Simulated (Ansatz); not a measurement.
An input meant for Si(SiH3)4 (Si5H12) (charge 0, singlet; atoms displaced at random, 0.08 Å in each coordinate).

```yaml
crystal:
  periodic: [false, false, false]
  atoms:
    - {symbol: Si, position_ang: [0.055855, 0.002579, -0.140997]}
    - {symbol: Si, position_ang: [-0.350182, -0.089103, 5.100772]}
    - {symbol: Si, position_ang: [4.781896, 0.206599, -1.220566]}
    - {symbol: Si, position_ang: [-2.392943, 4.061265, -1.952425]}
    - {symbol: Si, position_ang: [-2.338182, -3.905690, -1.591971]}
    - {symbol: H, position_ang: [1.592975, -3.006875, 6.312360]}
    - {symbol: H, position_ang: [-3.205538, -0.205808, 6.251933]}
    - {symbol: H, position_ang: [1.430834, 2.882106, 6.423601]}
    - {symbol: H, position_ang: [4.739711, 0.203407, -5.052067]}
    - {symbol: H, position_ang: [6.599434, -2.349474, -0.337393]}
    - {symbol: H, position_ang: [6.345881, 2.944663, -0.515661]}
    - {symbol: H, position_ang: [-5.131391, 4.152892, -0.786111]}
    - {symbol: H, position_ang: [-2.594665, 4.298787, -4.812507]}
    - {symbol: H, position_ang: [-0.905057, 6.794715, -0.674117]}
    - {symbol: H, position_ang: [-0.935094, -6.369008, -1.038049]}
    - {symbol: H, position_ang: [-2.506879, -4.275062, -5.155449]}
    - {symbol: H, position_ang: [-5.673831, -4.386427, -0.963782]}
basis:
  gaussian: {orbitals: STO-3G}
hamiltonian: {xc: {name: HF}}
correlation: {method: mp2}
accuracy: high
scf: {omitted_lower_state_checks: [starts]}
```

```sh
$ ansatz run in.yaml --threads 4 --pin off --events-out ev --progress --plain --max-ram 4787MiB
```

Shortened log:

```
Functional definition: HF
857 factors; integrals over basis functions are off by at most 1.4e-8 eV
mean field evaluation 1: about -38872.8712 eV, gradient 3.4e1 eV
mean field evaluation 2: about -38872.8978 eV, gradient 3.4e1 eV
mean field evaluation 4: about -38710.3800 eV, gradient 9.0e1 eV
mean field evaluation 8: about -38893.8422 eV, gradient 3.5e1 eV
mean field evaluation 16: about -38937.5057 eV, gradient 2.8e0 eV
mean field evaluation 32: about -38938.0545 eV, gradient 1.2e-6 eV
mean field -38938.05445744 eV, -1430.9471081498 hartree, gradient 1.7e-8 eV, S^2 0.000000; 0 other end points of the search recorded, 0 dependent functions left out; unrestricted orbitals would lower it
mean field evaluation 64: about -38988.9400 eV, gradient 8.5e-4 eV
unrestricted determinant -38988.93998814 eV, -1432.8171169114 hartree, S^2 10.7491
25 core orbitals not correlated: weight in the atoms' cores, before any rotation towards them, 1.000 or more for the frozen orbitals, at most 0.000 for the correlated occupied ones
reference -38938.05445744 eV, -1430.9471081498 hartree; 16, 16 occupied and 16, 16 virtual orbitals, 857 factors
second order -60.66740203 eV of doubles, -0.00000000 eV of singles
Total energy: -38998.72185948 eV, -1433.1765940527 hartree
Checks for a lower state left out: starts
```

**Question.** Something in this input is off. What?

**Answer.** The geometry is stretched to more than twice its size. The run converged. The result belongs to that input, not to the species as meant. The restricted singlet (for correlated methods, its reference) is unstable: a solution with broken spin symmetry lies lower.
